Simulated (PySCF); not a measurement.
Excitations are Tamm–Dancoff values on a coarser integration grid. The basis has no diffuse functions, so Rydberg states are missing or too high.

**C2H4N2O, SMILES `N#COCN` (charge 0, multiplicity 1)**

Computed with PySCF with PBE-D3(BJ)/def2-TZVP.

```yaml
HOMO: -6.65 eV
dipole_moment: 5.57 D
HOMO–LUMO gap: 6.15 eV
LUMO: -0.50 eV
S1 excitation (TDA): 6.23 eV
S1 oscillator strength: 0.000
T1 excitation (TDA): 5.90 eV
S1–T1 gap (TDA): 0.33 eV
total_energy: -263.1171 Ha
cost: very roughly 5 core-minutes
```

```xyz
9

N      3.0418    -0.0301    -0.5558
C      1.9606     0.3184    -0.2656
O      0.7757     0.7070     0.0548
C     -0.3226    -0.3789    -0.1883
N     -1.5732     0.0905     0.1721
H     -0.0013    -1.2292     0.4244
H     -0.2505    -0.6002    -1.2595
H     -1.9310     0.8532    -0.3977
H     -1.6997     0.2693     1.1652
```
Charge 0, spin multiplicity 1.
